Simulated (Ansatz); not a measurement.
Reaction (ligand exchange at a Zr–I bond): `[OH][Zr]([OH])([OH])[I]` + H₂S → `[OH][Zr]([OH])([OH])[SH]` + HI

Gas-phase electronic energies from Ansatz, PBE0-D4/def2-TZVP geometries. CCSD(T)/CBS adds triple-zeta CCSD(T) − MP2 to the extrapolated MP2 energy (def2 sets, frozen cores). This one scheme is used for every species. DFT in def2-TZVPP. HSE06 is defined as in plane-wave codes. def2 core potentials past Kr. For I, Zr outer-core shells are correlated without core-valence functions, which leaves a few kJ/mol of doubt a bond. Each species was taken in one conformer, which may not be the lowest.

`[OH][Zr]([OH])([OH])[I]`:

Cartesian coordinates in Å:
```
O 1.524 -0.179 -1.016
Zr -0.083 -0.250 0.012
O 0.246 0.377 1.784
O -1.437 0.809 -0.816
I -0.949 -2.872 0.137
H 2.166 -0.013 -1.700
H 0.663 0.687 2.583
H -2.130 1.441 -0.984
```

H₂S:

```xyz
3

S     0.359   -0.219    0.454
H     0.544    0.679   -0.524
H    -0.903   -0.459    0.070
```

`[OH][Zr]([OH])([OH])[SH]`:

Cartesian coordinates in Å:
```
O 0.120 0.255 -2.042
Zr 0.003 0.015 -0.147
O 0.963 -1.524 0.475
O -1.819 -0.115 0.435
S 1.037 2.056 0.811
H 0.268 0.125 -2.974
H 1.196 -2.369 0.847
H -2.759 -0.001 0.532
H 0.991 1.556 2.061
```

HI:

Z-matrix (Å, degrees):
```
I
H 1 1.610
```

(1) Is it downhill or uphill in electronic energy at CCSD(T)/CBS, and by how much? (Best estimate.)

(2) What do these levels give: LDA (SPW92), r2SCAN-D4, PBE0-D4, r2SCAN0-D4, r2SCAN, r2SCANh, HSE06, CAM-B3LYP, SCS-MP2/def2-TZVPP, CCSD(T)/def2-TZVPP, HF/def2-QZVPP, MP2/CBS(def2)? (Estimate.)

(3) What do rigid-rotor, harmonic-oscillator terms from PBE0-D4/def2-TZVP frequencies (298.15 K, 1 bar) make of the CCSD(T)/CBS value? (Estimate.)

Largest T1 diagnostic among the species: 0.017.

## Answers

(1) The calculation gave: Uphill: ΔE = +16.0 kcal/mol.

(2) The calculation gave: LDA (SPW92) 14.1, r2SCAN-D4 15.4, PBE0-D4 15.6, r2SCAN0-D4 16.3, r2SCAN 15.4, r2SCANh 15.8, HSE06 15.6, CAM-B3LYP 15.2, SCS-MP2/def2-TZVPP 16.8, CCSD(T)/def2-TZVPP 15.7, HF/def2-QZVPP 18.5, MP2/CBS(def2) 17.6 kcal/mol.

(3) Ansatz gave: ΔZPE = -1.3 kcal/mol, ΔH = +14.9 kcal/mol, ΔS = 13 J/(mol·K), ΔG = +14.0 kcal/mol.

From PBE to PBE0 (25 % exact exchange), in def2-TZVPP and without D4, ΔE moves by +1.2 kcal/mol. In def2-TZVPP, CCSD(T) changes the Hartree–Fock value by −2.8 kcal/mol (the triples alone add −0.2 kcal/mol) and MP2 by −1.2 kcal/mol.
